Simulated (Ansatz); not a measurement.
Total energies of AlClH4OSSi (`[SiH3][O][Al]([SH])[Cl]`).

| atom | x (Å) | y (Å) | z (Å) |
| --- | --- | --- | --- |
| Si1 | 1.514 | -0.477 | 0.762 |
| O2 | 0.093 | -0.072 | 0.074 |
| Al3 | -1.497 | 0.018 | -0.422 |
| S4 | -2.158 | 1.587 | -1.752 |
| Cl5 | -2.892 | -1.382 | 0.230 |
| H6 | 1.804 | -1.916 | 0.530 |
| H7 | 2.600 | 0.341 | 0.164 |
| H8 | 1.460 | -0.219 | 2.225 |
| H9 | -0.924 | 2.120 | -1.812 |

Total charge 0; spin multiplicity 1. The structure was optimised at the PBE0-D4/def2-TZVP level. It is one conformer, not always the lowest. Basis def2-TZVPP, Ansatz 0.2.0.

RPA on PBE orbitals: Hartree–Fock energy of these orbitals -1465.32809 Eh, correlation -1.33329 Eh (frozen core).

| functional | energy without D4 (Eh) | D4 term (kJ/mol) |
| --- | --- | --- |
| PBE | -1467.50381 | -23.4 |
| revPBE | -1467.93425 | -58.4 |
| BLYP | -1468.21995 | -49.2 |
| PBE0 | -1467.63121 | -20.3 |
| B3LYP | -1468.32255 | -38.0 |
| r2SCAN0 | -1468.07308 | -7.1 |
| LC-ωPBE | -1467.78407 | – |
| ωB97X-V | -1468.00451 | – |
| ωB97M-V | -1468.13890 | – |
| PBE-QIDH | -1467.28724 | – |

(1) Give the same for LDA (SPW92), r2SCAN, B97M-V, r2SCANh, HSE06 (plane-wave form), BHLYP, CAM-B3LYP, B2PLYP. (Estimate.)

B3LYP takes the VWN-RPA correlation (the form of Gaussian; ORCA's B3LYP/G). HSE06 is the plane-wave form, built on full-range PBE exchange. The double hybrids freeze the cores in their second-order part.

Answers

(1) Computed: 
```
             functional  energy without D4 (Eh)  D4 term (kJ/mol)
            LDA (SPW92)             -1462.60710                 –
                 r2SCAN             -1468.09865              -5.9
                 B97M-V             -1467.87064                 –
                r2SCANh             -1468.08797              -6.4
HSE06 (plane-wave form)             -1467.59994             -19.3
                  BHLYP             -1468.21534             -33.1
              CAM-B3LYP             -1468.25942             -21.3
                 B2PLYP             -1467.70616                 –
```

LC-ωPBE has ω = 0.4 bohr⁻¹.
